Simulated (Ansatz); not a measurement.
`[OH][SnH]([F])[F]` + BH₃ → `[BH2][SnH]([OH])[F]` + H–F  (formal exchange of groups at the Sn–F bond)

Program: Ansatz. Geometries: PBE0-D4/def2-TZVP. ΔE: electronic, gas phase. CBS: MP2 limit from def2 TZ/QZ plus the TZ coupled-cluster correction, frozen cores. This one scheme is used for every species. DFT in def2-TZVPP. HSE06 is defined as in plane-wave codes. def2 core potentials past Kr. For Sn outer-core shells are correlated without core-valence functions, which leaves a few kJ/mol of doubt a bond. Each species was taken in one conformer, which may not be the lowest.

`[OH][SnH]([F])[F]`:

Z-matrix (Å, degrees):
```
Sn
F 1 1.904
F 1 1.904 2 102.4
O 1 1.929 2 107.5 3 -113.1
H 1 1.682 2 112.3 3 120.7
H 4 0.961 1 113.7 2 55.1
```

BH₃:

Z-matrix (Å, degrees):
```
B
H 1 1.193
H 1 1.193 2 120.0
H 1 1.193 2 120.0 3 180.0
```

`[BH2][SnH]([OH])[F]`:

Z-matrix (Å, degrees):
```
Sn
O 1 1.959
F 1 1.932 2 103.4
B 1 2.245 2 106.6 3 115.4
H 1 1.710 2 109.7 3 -108.6
H 2 0.960 1 113.4 3 52.0
H 4 1.190 1 119.8 2 -129.0
H 4 1.191 1 119.6 2 51.4
```

H–F:

Z-matrix (Å, degrees):
```
F
H 1 0.920
```

CCSD(T)/CBS gives +58.0 kJ/mol.

Q: Another level gave +65.5 kJ/mol. Which?
A. BHLYP-D4/def2-TZVPP
B. revPBE-D4/def2-TZVPP
C. HSE06-D4/def2-TZVPP
D. r2SCAN0/def2-TZVPP

A: A. BHLYP-D4 65.5, r2SCAN0 60.9, revPBE-D4 56.1, HSE06-D4 51.7 kJ/mol.

Q: What do rigid-rotor, harmonic-oscillator terms from PBE0-D4/def2-TZVP frequencies (298.15 K, 1 bar) make of the CCSD(T)/CBS value? (An estimate is asked.)

A: Computed: ΔZPE = +2.4 kJ/mol, ΔH = +62.2 kJ/mol, ΔS = 9 J/(mol·K), ΔG = +59.6 kJ/mol.

Largest T1 diagnostic among the species: 0.015.

In def2-TZVPP, CCSD(T) changes the Hartree–Fock value by −22.5 kJ/mol (the triples alone add −0.2 kJ/mol) and MP2 by −21.8 kJ/mol. At CCSD(T), def2-SVP lies +7.0 kJ/mol from the extrapolated value and def2-TZVPP −1.9 kJ/mol. The D4 term adds −3.5 kJ/mol with B3LYP and −2.0 kJ/mol with PBE0; it sums over pairs of atoms, weighted by their polarisabilities, and B3LYP, whose exchange is more repulsive, gets the larger term.

B3LYP here is the variant with VWN-RPA as its local correlation; programs differ in this.
